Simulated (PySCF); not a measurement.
**Dipole response of Hf⁺ (hafnium, charge +1)**

[Xe] 4f14 5d2 6s1, high-spin 4F determinant (an excited configuration). Calculation: PySCF 2.14, in aug-cc-pwCVTZ-PP with ECP60MDF; a scalar-relativistic core potential. Coupled (time-dependent) response in atomic units; α is the mean over directions.

| method | mean α (bohr³) | C₆ (like pair) | S(−4) |
| --- | --- | --- | --- |
| PBE0 | 51.89 | 447.4 | 1505 |

S(−4) is the Cauchy moment in α(ω) = α(0) + S(−4) ω² + …

Spin-orbit coupling is absent.

α(iu) at PBE0:

```tsv
u (hartree)	α(iu) (bohr³)
0	51.89
0.0500	48.44
0.100	40.81
0.200	26.62
0.300	18.27
0.500	10.59
0.750	6.701
1.00	4.782
1.50	2.874
2.00	1.928
3.00	1.029
5.00	0.4239
```

A single London oscillator, α(iu) = α/(1 + u²/ω²), gives C₆ = (3/4) ω α². Matching the computed C₆ needs ω = 4 × 447.4 / (3 × 51.89²) = 0.222 hartree.

For an ion, C₆ is the dispersion term alone; charge-induced terms of lower order in 1/R come first.

Energies and moments cover only the electrons outside the core potential. Spin-orbit coupling, absent here, splits the open shell strongly.
